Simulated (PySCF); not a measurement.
PySCF 2.14 output of an unrestricted MN15 calculation on a single atom or ion in def2-SVP (5s3p2d1f, 31 functions), with no relativity, point nucleus:

```
SCF conv_tol = 1e-09
number electrons alpha = 10  beta = 9
    H. S. Yu, X. He, S. L. Li, and D. G. Truhlar.,  Chem. Sci. 7, 5032-5051 (2016)
    H. S. Yu, X. He, S. L. Li, and D. G. Truhlar.,  Chem. Sci. 7, 5032-5051 (2016)
cycle= 1 E= -759.760160458741  delta_E= -0.00263  |g|= 0.00366  |ddm|= 0.0682
cycle= 2 E= -759.760166333237  delta_E= -5.87e-06  |g|= 0.000328  |ddm|= 0.00336
cycle= 3 E= -759.760166396434  delta_E= -6.32e-08  |g|= 2.67e-05  |ddm|= 0.00037
cycle= 4 E= -759.760166396889  delta_E= -4.54e-10  |g|= 2.56e-06  |ddm|= 3.43e-05
converged SCF energy = -759.760166396889  <S^2> = 0.75019334  2S+1 = 2.0001933
```

The run itself started from symmetry-adapted Hartree-Fock orbitals and held the occupation by maximum overlap, on a logarithmic radial grid, so the iterations belong to that start.

Task: Which element, charge and spin multiplicity is this?

Result: Sc²⁺ (scandium, charge +2), multiplicity 2; the state was [Ar] 3d1, 2D determinant.
